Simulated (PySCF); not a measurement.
C₃F₇O₃S (charge -1).
Z-matrix (Å and degrees, PBE0-D3(BJ)/def2-SVP geometry), rows numbered from 1:
```
O 
S   1  1.4716
O   2  1.4669  1  115.71
O   2  1.4698  1  115.69  3   140.31
C   2  1.8650  1  101.54  3  -109.85
F   5  1.3480  2  109.85  1    49.65
F   5  1.3498  2  110.07  1   167.84
C   5  1.5426  2  116.76  1   -72.28
F   8  1.3362  5  110.37  2   -70.85
F   8  1.3571  5  107.07  2   172.43
C   8  1.5449  5  118.36  2    53.36
F  11  1.3240  8  111.51  5    50.16
F  11  1.3438  8  107.56  5   167.79
F  11  1.3151  8  112.44  5   -74.16
```

Method: PBE0-D3(BJ)/def2-SVP geometry optimisation, gas phase in PySCF 2.14.0.

Masses are those of the commonest isotopes; rigid-rotor values at the optimised geometry. The values belong to one conformer with, in the numbering `[O:1]=[S:2](=[O:3])([O-:4])[C:5]([F:6])([F:7])[C:8]([F:9])([F:10])[C:11]([F:12])([F:13])[F:14]`, S2–C5–C8–F9 -71°.

(1) What are A, B and C (GHz)?

(2) What kind of rotor is it?

(3) What does the inertial defect say?

(4) Give the other two planar moments, Paa and Pbb, and the rms extents of the mass along the axes.

(5) Give the coordinates in the principal-axis frame, origin at the centre of mass.

(6) Where do the levels up to J = 5 lie, in K?

(7) Which types of transition are allowed, and where do some lines up to J = 2 fall?

(8) Estimate the classical rotational partition function at 100 K, 298.15 K and 500 K.

Results:

(1) Ia = 505.37, Ib = 880.11, Ic = 995.63 u·Å²; 505379 MHz·u·Å²/I gives 1000, 574.2 and 507.6 MHz, that is A = 1.0000, B = 0.5742, C = 0.5076 GHz.

(2) An asymmetric top. Ray's parameter κ = (2B − A − C)/(A − C) = -0.729; −1 is the prolate and +1 the oblate limit.

(3) Not planar: Δ = Ic − Ia − Ib = -389.85 u·Å². For a rigid frame Δ = −2 Σ m c², so Σ m c² = 194.93 u·Å² lies off the ab plane. The atom farthest from that plane is 1.61 Å away.

(4) Paa = Σ m a² = (Ib + Ic − Ia)/2 = 685.18 and Pbb = Σ m b² = (Ia + Ic − Ib)/2 = 310.45 u·Å². With the mass M = 248.95 u, the rms extents √(P/M) along a, b and c are 1.66, 1.12, 0.88 Å.

(5) The sense of each axis is arbitrary; atoms in the order of the calculation.
| atom | mass (u) | a (Å) | b (Å) | c (Å) |
| --- | --- | --- | --- | --- |
| O1 | 15.995 | 1.274 | -1.608 | 0.828 |
| S2 | 31.972 | 1.765 | -0.573 | -0.096 |
| O3 | 15.995 | 3.059 | 0.026 | 0.249 |
| O4 | 15.995 | 1.540 | -0.836 | -1.525 |
| C5 | 12.000 | 0.577 | 0.824 | 0.244 |
| F6 | 18.998 | 0.489 | 1.037 | 1.572 |
| F7 | 18.998 | 1.028 | 1.963 | -0.322 |
| C8 | 12.000 | -0.864 | 0.653 | -0.280 |
| F9 | 18.998 | -0.889 | 0.746 | -1.613 |
| F10 | 18.998 | -1.593 | 1.685 | 0.215 |
| C11 | 12.000 | -1.639 | -0.626 | 0.108 |
| F12 | 18.998 | -1.590 | -0.847 | 1.412 |
| F13 | 18.998 | -2.927 | -0.435 | -0.222 |
| F14 | 18.998 | -1.218 | -1.686 | -0.548 |

(6) Above 0(0,0), as E/k:
J = 1: 1(0,1) 0.052, 1(1,1) 0.072, 1(1,0) 0.076
J = 2: 2(0,2) 0.155, 2(1,2) 0.173, 2(1,1) 0.183, 2(2,1) 0.244, 2(2,0) 0.244
J = 3: 3(0,3) 0.310, 3(1,3) 0.324, 3(1,2) 0.343, 3(2,2) 0.400, 3(2,1) 0.401, 3(3,1) 0.510, 3(3,0) 0.510
J = 4: 4(0,4) 0.514, 4(1,4) 0.524, 4(1,3) 0.556, 4(2,3) 0.607, 4(2,2) 0.612, 4(3,2) 0.718, 4(3,1) 0.718, 4(4,1) 0.872, 4(4,0) 0.872
J = 5: 5(0,5) 0.768, 5(1,5) 0.775, 5(1,4) 0.822, 5(2,4) 0.866, 5(2,3) 0.877, 5(3,3) 0.979, 5(3,2) 0.980, 5(4,2) 1.132, 5(4,1) 1.132, 5(5,1) 1.330, 5(5,0) 1.330

(7) The dipole components (about the centre of mass, as the species is charged) are |μa| = 6.65 D, |μb| = 2.03 D, |μc| = 0.40 D. The squared components, which scale the intensities, stand as 1.00 : 0.09 : 0.00 (a : b : c). Some lines, for components of 0.1 D or more:

| type | branch | J(Ka,Kc) | MHz | lower level (cm⁻¹) |
| --- | --- | --- | --- | --- |
| c | Q | 2(1,2) ← 2(0,2) | 366 | 0.108 |
| c | Q | 1(1,1) ← 1(0,1) | 426 | 0.036 |
| b | Q | 1(1,0) ← 1(0,1) | 492 | 0.036 |
| b | Q | 2(1,1) ← 2(0,2) | 566 | 0.108 |
| a | R | 1(0,1) ← 0(0,0) | 1082 | 0.000 |
| c | Q | 2(2,1) ← 2(1,1) | 1277 | 0.127 |
| b | Q | 2(2,0) ← 2(1,1) | 1285 | 0.127 |
| b | Q | 2(2,1) ← 2(1,2) | 1477 | 0.120 |
| b | R | 1(1,1) ← 0(0,0) | 1508 | 0.000 |
| c | R | 1(1,0) ← 0(0,0) | 1574 | 0.000 |
| b | R | 2(0,2) ← 1(1,1) | 1731 | 0.050 |
| a | R | 2(1,2) ← 1(1,1) | 2097 | 0.050 |
| a | R | 2(0,2) ← 1(0,1) | 2156 | 0.036 |
| a | R | 2(1,1) ← 1(1,0) | 2230 | 0.053 |
| b | R | 2(1,2) ← 1(0,1) | 2523 | 0.036 |
| c | R | 2(1,1) ← 1(0,1) | 2723 | 0.036 |
| b | R | 2(2,1) ← 1(1,0) | 3508 | 0.053 |
| c | R | 2(2,0) ← 1(1,0) | 3515 | 0.053 |
| c | R | 2(2,1) ← 1(1,1) | 3574 | 0.050 |
| b | R | 2(2,0) ← 1(1,1) | 3581 | 0.050 |

(8) Point group C1, symmetry number σ = 1; q = (√π/σ)·√((kT/h)³/(ABC)), k/h = 20836.6 MHz/K: 312000 at 100 K, 1610000 at 298.15 K, 3490000 at 500 K.

No PBE0-D3(BJ)/def2-SVP frequencies stand behind this structure, so it isn't proved a minimum. The geometry's basis has no diffuse functions, a weakness for an anion. These are rigid-rotor constants of the computed structure; measured ground-state constants (B0) also hold zero-point vibration.

Cost: about 7 min of CPU time on one thread; the machine was shared, so the figure is rough. That covers the optimisation of the geometry.
